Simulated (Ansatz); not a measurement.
`C/C(Cl)=C\[SiH3]` + `[SiH3]Cl` → `[SiH3][SiH2]Cl` + `C=C(C)Cl` at 298.15 K and 1 bar (formal exchange of groups at the Si–C bond).

Calculated with Ansatz (gas phase, PBE0-D4/def2-TZVP geometries, no zero-point term in ΔE). CCSD(T)/CBS adds triple-zeta CCSD(T) − MP2 to the extrapolated MP2 energy (def2 sets, frozen cores). This one scheme is used for every species.

| species | CCSD(T)/CBS energy (Eh) | H − E (kJ/mol) | S (J/(mol·K)) |
| --- | --- | --- | --- |
| `C/C(Cl)=C\[SiH3]` | -867.20670 | 247.5 | 361.8 |
| `[SiH3]Cl` | -750.69636 | 80.1 | 250.8 |
| `[SiH3][SiH2]Cl` | -1040.97629 | 131.4 | 323.3 |
| `C=C(C)Cl` | -576.92662 | 201.4 | 293.8 |

H − E and S are ideal-gas, rigid-rotor, harmonic terms from PBE0-D4/def2-TZVP. 1 Eh = 2625.50 kJ/mol, R = 8.31446 J/(mol·K).

Problem. By hand: ΔE, ΔH, ΔS and ΔG.

Solution. ΔE = (-1040.97629) + (-576.92662) − (-867.20670) − (-750.69636) = 0.00015 Eh = 0.4 kJ/mol. Δ(H − E) = 131.4 + 201.4 − 247.5 − 80.1 = 5.2, so ΔH = 5.6 kJ/mol. ΔS = 323.3 + 293.8 − 361.8 − 250.8 = 4.5 J/(mol·K). ΔG = 5.6 − 298.15 × (4.5)/1000 = 4.3 kJ/mol.

Problem. By hand: the equilibrium constant, and the temperature at which ΔG would vanish if ΔH and ΔS stayed fixed.

Solution. log₁₀ K = −ΔG/(RT ln 10) = -0.8. ΔG = 0 at ΔH/ΔS = 1244 K, though so small a ΔH makes that figure unsure.

The number of gas molecules stays the same, so ΔS is small and ΔH decides. The sign of ΔG lies within the doubt. A doubt of 5 kJ/mol in ΔE shifts log₁₀ K by 0.9 here. Modes under 60 cm⁻¹, often nearly free rotors, make the harmonic entropy too high. These are equilibria of isolated gas molecules and say nothing of rates. Largest T1 diagnostic: 0.011 (customary marks: 0.02 for closed shells, 0.045 for open ones).
